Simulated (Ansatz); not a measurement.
Species: CH$_{5}$NSi, SMILES `C[SiH]=N` (charge 0, multiplicity 1).

**Question.** Give a relaxed geometry from r2SCAN-D4/def2-TZVP (Ansatz, an electronic-structure program).

**Answer.** the end point of this relaxation (outside a Z-matrix the atoms follow the SMILES, hydrogens last).
Z-matrix (Å, degrees):
```
Si
N 1 1.5988
H 2 1.0138 1 121.22
H 1 1.4800 2 115.85 3 -179.99
C 1 1.8626 4 111.78 2 -179.99
H 5 1.0905 1 111.89 4 -178.82
H 5 1.0944 6 108.86 1 -121.90
H 5 1.0945 6 108.82 7 -116.28
```
